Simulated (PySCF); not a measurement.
A drawing and its optimised geometry.

CH5Al2Cl3. Drawn bonds (atoms numbered from 1): Cl1–C2, C2–Al3, Al3–Cl4, Cl4–Al5, Al5–Cl6, Al3–Cl6, C2–H7, C2–H8, Al3–H9, Al5–H10, Al5–H11.

Geometry after optimisation with GFN2-xTB (Å):

```
atom  x, y, z in Å
Cl1   -2.150    0.843   -1.563
C2    -2.108   -0.449   -0.265
Al3   -0.490    0.703    0.023
Cl4    1.225    0.263   -1.280
Al5    2.396   -0.419    0.437
Cl6    0.694   -0.115    1.736
H7    -3.019   -0.306    0.318
H8    -2.198   -1.403   -0.786
H9    -0.479    2.195    0.377
H10    2.641   -1.929    0.241
H11    3.493    0.620    0.734
```

Here a drawn bond counts as lost beyond 1.3 times the sum of covalent radii plus 0.1 Å; another pair counts as a new contact within 1.08 times that sum, or 1.2 times among H, C, N, O, F, S and Cl. Covalent radii used (Å): Al 1.21, C 0.73, Cl 1.02, H 0.31.

Question: Which drawn bonds no longer describe this geometry, and which new contacts appear?

Answer: No drawn bond is lost. New contacts: Cl1–Al3 (2.30 Å; radii sum 2.23 Å). The tight-binding optimisation can itself be at fault, so a check at a higher level is due before the drawing is dismissed.

Question: How long is each drawn bond in this geometry?

Answer: 
```
drawn bond  length (Å)  over radii sum
    Cl1–C2       1.832            1.05
    C2–Al3       2.006            1.03
   Al3–Cl4       2.199            0.99
   Cl4–Al5       2.187            0.98
   Al5–Cl6       2.162            0.97
   Al3–Cl6       2.237            1.00
     C2–H7       1.090            1.05
     C2–H8       1.091            1.05
    Al3–H9       1.534            1.01
   Al5–H10       1.542            1.01
   Al5–H11       1.541            1.01
```

The numbers are calculated, not measured.
